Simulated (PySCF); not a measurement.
Be(OH)(SeH) (BeH2OSe), SMILES [OH][Be][SeH]. Atoms are numbered in the order given.

```xyz
5

Be     0.0052    -1.2199     0.0000
O      0.0011    -2.6056     0.0000
H      0.0006    -3.5518     0.0000
Se    -0.0429     0.8350     0.0000
H      1.4270     0.8878     0.0000
```

Coordinates come from a TPSSh-D3(BJ)/def2-TZVP optimisation. The geometry has at least one imaginary mode, so it is a saddle point at that level. One conformer was computed; it need not be the lowest.

These are M06-2X/def2-TZVPD (PySCF) values and carry that method's errors.

Isolated molecule, no solvent.

```
Property                                                                                                       Result
---------------------------------------------------------------------------------------------  ----------------------
total energy                                                                                      -2492.85970 hartree
point group                                                                                                        Cs
highest occupied level                                                                                       -8.09 eV
lowest empty level                                                                                           -0.34 eV
orbital gap                                                                                                   7.75 eV
dipole moment                                                                                                  2.19 D
quadrupole, principal values (traceless, Buckingham form, about the centre of nuclear charge)  -6.00, -0.12, 6.12 D·Å
mean static polarisability                                                                       48.0 bohr³ (7.11 Å³)
polarisability, principal values                                                               42.2, 43.1, 58.6 bohr³
```
